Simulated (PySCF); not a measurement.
V(NH)F3 (singlet state).
Cartesian coordinates in Å at the PBE0-D3(BJ)/def2-SVP level; atoms count from 1:
```
atom  x, y, z in Å
V1    -0.0041   -0.0058   -0.4313
N2     0.0051    0.0182    1.1514
H3     0.0187    0.0289    2.1715
F4     1.6182   -0.0084   -0.9718
F5    -0.8247    1.3908   -0.9796
F6    -0.8132   -1.4238   -0.9402
```

The calculation used TDDFT PBE0/def2-SVPD, vertical, gas phase, core orbitals frozen in the response in PySCF 2.14.0, density-fitted response routines.

Kohn–Sham orbitals with the atoms that hold most of them (Löwdin shares over 4%, at most four atoms):

```csv
orbital,ε (eV),atoms
HOMO-3,-12.54,"F6 34%, F4 32%, F5 27%"
HOMO-2,-12.15,"F5 33%, F6 33%, F4 33%"
HOMO-1,-9.74,"N2 55%, V1 20%, F6 13%, F4 6%"
HOMO,-9.74,"N2 55%, V1 20%, F5 12%, F4 7%"
LUMO,-3.37,"V1 71%, N2 9%, F4 8%, F5 5%"
LUMO+1,-3.37,"V1 71%, N2 9%, F6 7%, F5 7%"
LUMO+2,-2.03,"V1 57%, N2 13%, H3 11%, F5 6%"
```

Within 0.005 eV of a neighbour in this list lie HOMO-1/HOMO and LUMO/LUMO+1 (point group found: C3v); within a degenerate set the shares of single atoms can hang on how the components are chosen.

Task: The HOMO–LUMO gap is 6.37 eV. Where does the response calculation put the lowest singlet, and from which orbitals?

Result: S1 is at 3.86 eV (f = 0.0000), 2.51 eV below the gap, made of HOMO-1/HOMO→LUMO/LUMO+1 (≥81%). 

For S1 the Löwdin share of vanadium is 20% in HOMO and 71% in LUMO.

Next come S2 at 4.22 eV (f 0.0011), HOMO-1/HOMO→LUMO/LUMO+1 (≥84%); S3 at 4.22 eV (f 0.0011), HOMO-1/HOMO→LUMO/LUMO+1 (≥84%); S4 at 4.47 eV (f 0.0074), HOMO-1/HOMO→LUMO/LUMO+1 (≥64%); S5 at 5.27 eV (f 0.0000), HOMO-1/HOMO→LUMO+3 (≥48%), HOMO-1/HOMO→LUMO+4 (≥40%).

Orbitals of the list HOMO-3 to LUMO+2 that lie within 0.01 eV of each other are written together with a slash and their weights summed (≥ marks a lower bound); for degenerate orbitals outside that list single weights are arbitrary.
